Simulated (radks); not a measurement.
Results of a calculation; reference values are marked as such.
Q: As II, configuration [Ar] 3d10 4s2 4f2 (not the ground configuration). Code: a radial shooting solver on a logarithmic mesh with Libxc functionals. Model: Dirac Kohn-Sham, PBE, spin-unpolarised, spherical densities, finite nucleus; open shells fill j = l - 1/2 first; Fermi nuclear charge, rms radius 4.0968 fm. Some entries of the table are withheld. Estimate them.

orbital  occ.  eigenvalue (hartree)  <1/r> (bohr^-1)
1s1/2       2                   (1)            33.47
2s1/2       2             -55.54031            7.417
2p1/2       2             -49.72203            7.380
2p3/2       4             -48.37804            7.166
3s1/2       2                   (2)            2.395
3p1/2       2              -5.95394              (3)
3p3/2       4              -5.76915              (4)
3d3/2       4              -2.42274              (5)
3d5/2       6              -2.39574              (6)
4s1/2       2              -1.28958           0.7551
4p1/2       0              -0.88005           0.6463
4p3/2       0              -0.86304           0.6364
5s1/2       0              -0.36181              (7)
4f5/2       2              -0.11644           0.1749
4f7/2       0              -0.11643           0.1749

A: 
(1) 1s1/2 eigenvalue (hartree): -431.4890
(2) 3s1/2 eigenvalue (hartree): -7.90973
(3) 3p1/2 <1/r> (bohr^-1): 2.272
(4) 3p3/2 <1/r> (bohr^-1): 2.220
(5) 3d3/2 <1/r> (bohr^-1): 1.925
(6) 3d5/2 <1/r> (bohr^-1): 1.911
(7) 5s1/2 <1/r> (bohr^-1): 0.3023
